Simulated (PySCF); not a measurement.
C3H4FNSi, SMILES F[Si@H]1C=CC=N1.

The structure is a stationary point at ωB97X-D3(BJ)/def2-SVP. The structure was generated by enumeration; whether it is a known compound was not checked.

Two levels are set side by side: PBE/def2-TZVP (PySCF) and CAM-B3LYP/def2-TZVP (PySCF). Same geometry, gas phase. Differences are taken from unrounded values.

| quantity | CAM-B3LYP |
|---|---|
| orbital gap (eV) | 7.85 |
| highest occupied level (eV) | -9.07 |
| lowest empty level (eV) | -1.22 |
| dipole moment (D) | 3.21 |
| mean polarisability (bohr³) | 58.2 |

What does PBE give, and how far is it from CAM-B3LYP? (Estimate from the structure and the level; the computed values follow.)


```
quantity                       PBE  PBE minus CAM-B3LYP
---------------------------  -----  -------------------
orbital gap (eV)              2.85                -5.00
highest occupied level (eV)  -6.20                 2.87
lowest empty level (eV)      -3.34                -2.12
dipole moment (D)             2.97                -0.25
mean polarisability (bohr³)   60.9                  2.7
```

Without exact exchange PBE keeps part of each electron's self-repulsion, which lifts occupied levels and narrows the gap. Loosely held outer electrons make PBE densities more polarisable. Differences between two approximate levels are no errors against the true value.

Rough cost on one machine, each run with all the roots and properties that it gave: CAM-B3LYP against PBE within a factor of 2.
